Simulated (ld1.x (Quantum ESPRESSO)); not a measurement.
# Ranking PAW potentials for helium

All share these settings but for the change named:

| Property | Result |
| --- | --- |
| Element | He (Z = 2) |
| Generator | ld1.x (Quantum ESPRESSO) 7.5 |
| Type | PAW |
| Functional | PW91 |
| Relativity | scalar-relativistic |
| Frozen core | none |
| Valence charge | 2 |
| Reference configuration | 1s0.5 (charge +1.5) |
| Partial waves | 1s (bound): rcut 0.30, rcutus 0.35 bohr; 1s channel at -0.6 Ry: rcut 0.30, rcutus 0.35 bohr |
| Local potential | all-electron potential smoothed inside 0.25 bohr (lloc = -1) |
| Core correction | none |
| Augmentation charge | BESSEL, radius 0.25 bohr |

Cutoff: the first of the cutoffs (Ry, on a coarse ladder) from which the occupation-weighted sum of valence levels, in a spherical-Bessel basis at the reference potential, stays within 10 and 1 mRy of its value at 400 Ry; the density cutoff is not measured.

The base gives 160 Ry.

Of 7 variants that were run, those that failed, showed a ghost or another fault, or gave nearly equal values are left out.

A variant can come out equal or close to the base.

Rank these variants from softest to hardest (loose cutoff).
A. waves 1s (bound): rcut 0.30, rcutus 0.48 bohr; 1s channel at -0.6 Ry: rcut 0.30, rcutus 0.48 bohr
B. reference 1s2
C. waves 1s (bound): rcut 0.30, rcutus 0.36 bohr; 1s channel at -0.6 Ry: rcut 0.30, rcutus 0.36 bohr; local potential all-electron potential smoothed inside 0.26 bohr (lloc = -1); augmentation BESSEL, radius 0.26 bohr

A (110 Ry), C (160 Ry), B (200 Ry).
